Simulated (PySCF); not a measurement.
BCl2Br, SMILES ClB(Cl)Br.

Coordinates come from a PBE0-D3(BJ)/def2-SVP optimisation.

The numbers are results of PBE0-D3(BJ)/def2-SVP (PySCF), not measurements.

Frequencies are harmonic and unscaled.

```csv
mode,ν (cm⁻¹),IR (km/mol),moving atoms (share of kinetic energy)
1,211,0.2,"Cl 74 %, Br 19 %"
2,225,0.5,"Cl 68 %, Br 31 %"
3,417,1.2,"Cl 80 %, Br 16 %"
4,430,4.4,B 92 %
5,918,363.1,"B 88 %, Cl 9 %"
6,996,334.2,"B 85 %, Cl 15 %"
```
